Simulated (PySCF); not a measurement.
Species: C₆H₉F.
Atom-mapped SMILES: `[CH2:1]=[CH:2]/[C:3]([CH3:4])=[CH:5]\[CH2:6][F:7]` (hydrogens: H8, H9 on C1; H10 on C2; H11, H12, H13 on C4; H14 on C5; H15, H16 on C6)

Cartesian coordinates in Å at the GFN2-xTB level; atoms count from 1:
```
atom  x, y, z in Å
C1    -0.8839    2.0070    0.8805
C2    -0.0045    1.1265    0.4145
C3    -0.3130   -0.2258   -0.0289
C4    -1.7408   -0.6826    0.0410
C5     0.6379   -1.0447   -0.4901
C6     2.0946   -0.7273   -0.6183
F7     2.7693   -1.8091   -1.1312
H8    -0.5780    2.9918    1.1898
H9    -1.9333    1.7886    0.9734
H10    1.0364    1.4127    0.3486
H11   -2.3702   -0.0524   -0.5857
H12   -1.8339   -1.7108   -0.2973
H13   -2.1085   -0.6187    1.0638
H14    0.3821   -2.0433   -0.8139
H15    2.2791    0.1052   -1.3095
H16    2.5591   -0.5081    0.3520
```

The closed-shell SCF was solved with PySCF and density fitting under several settings on one GFN2-xTB geometry (grid level 2 and gas phase unless stated).

```csv
settings,basis functions,SCF cycles,E (Eh),HOMO (eV),LUMO (eV),dipole (D)
PBE0/pcSseg-1,164,14,-333.4303,-6.76,-1.04,1.92
PBE0/def2-SVPD,215,14,-333.2434,-6.78,-1.09,1.93
```

Task: Estimate the rows for these settings: (1) PBE0/pcseg-1; (2) PBE0/6-31G, grid level 3; (3) BHandHLYP/pcSseg-1.

Result: 
```
                settings  basis functions  SCF cycles     E (Eh)  HOMO (eV)  LUMO (eV)  dipole (D)
            PBE0/pcseg-1              143          14  -333.3984      -6.79      -1.06        1.96
PBE0/6-31G, grid level 3               81          14  -333.3870      -6.53      -0.67        2.11
      BHandHLYP/pcSseg-1              164          13  -333.6255      -7.61       0.03        2.09
```

Task: Over all rows, what range does the HOMO–LUMO gap span?

Result: From 5.69 eV (PBE0/def2-SVPD) to 7.64 eV (BHandHLYP/pcSseg-1). The functional of the narrowest has 25 % exact exchange, that of the widest 50 % exact exchange.

Task: And the dipole moment?

Result: From 1.92 D (PBE0/pcSseg-1) to 2.11 D (PBE0/6-31G, grid level 3); the largest is 1.10 times the smallest, and the median is 1.96 D.

Task: Compare two rows with the functional PBE0: PBE0/pcseg-1 and PBE0/pcSseg-1. Which energy is lower, and by how much?

Result: PBE0/pcSseg-1 (164 functions) lies 0.0319 Eh or 20 kcal/mol below PBE0/pcseg-1 (143 functions).

Whole jobs, the steps after the SCF included, on one thread of an Arm Neoverse V2, no GPU, shared host:

| settings | work after the SCF | wall time | peak memory |
| --- | --- | --- | --- |
| PBE0/pcSseg-1 | shieldings, charges and field gradients | 14 s | 0.74 GiB |
| PBE0/def2-SVPD | 6 singlets by full TDDFT, 2 Tamm–Dancoff triplets, polarisability | 23 s | 0.88 GiB |
| PBE0/pcseg-1 | spin–spin couplings from 16 perturbed nuclei, spin–dipole term for 1 of them | 17 s | 0.73 GiB |
| PBE0/6-31G, grid level 3 | spin–spin couplings from 16 perturbed nuclei, spin–dipole term for 1 of them | 9.8 s | 0.54 GiB |
| BHandHLYP/pcSseg-1 | shieldings | 12 s | 0.75 GiB |

Cycle counts include a coarse-grid stage where the run had one.

One conformer stands for the species.
